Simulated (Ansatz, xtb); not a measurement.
# Relaxing a trial structure of Cl2GaH2Si+

The starting geometry of this gas-phase singlet has its atoms placed at random.

```yaml
atoms:
  - { symbol: Cl, position_ang: [-0.7901, -1.0990, -0.0025] }
  - { symbol: Cl, position_ang: [-0.9965, 1.4701, 0.2054] }
  - { symbol: Ga, position_ang: [1.6796, 0.2933, -0.2655] }
  - { symbol: Si, position_ang: [-0.1759, -0.1332, -2.0150] }
  - { symbol: H, position_ang: [0.5123, -0.6574, 0.3175] }
  - { symbol: H, position_ang: [0.2487, 1.1823, 1.0007] }
```

One run relaxed it with r2SCAN-D4/def2-SVP. What is a likely outcome?

It ends as a structure with Cl1 bridging Si4 and Ga3, given below by its coordinates. Distances that change by over a tenth: Cl2–H6 (1.51 → 1.30 Å). Contacts that open: Cl1–H5 (1.41 → 3.34 Å). Contacts that close: Cl1–Ga3 (2.85 → 2.51 Å).

The energy falls by 4.27 eV over 36 steps:

```
step  E − E(last) (eV)
   1             4.273
   5             1.521
   9             0.323
  13             0.055
  17             0.032
  20             0.016
  24             0.008
  28             0.002
  32             0.000
  36             0.000
```

Final geometry (Å):

```xyz
6

Cl   -0.6632   -1.5517   -0.2185
Cl   -0.7249    1.9857    0.5096
Ga    1.6290   -0.5295   -0.3476
Si   -0.3953    0.2877   -1.4687
H     2.6066   -1.4212    0.4635
H    -1.9740    2.2851    0.3023
```

From the same start GFN2-xTB ends elsewhere, differing in Cl1–Ga3 (2.86 against 2.51 Å here), Cl2–Ga3 (2.47 against 3.55 Å here).

From so rough a start the end depends on the optimiser's path, so another program may land elsewhere. The end wasn't checked by frequencies. Run with Ansatz 0.2.0, 3 min on 1 thread of Arm Neoverse V1, on a shared host.
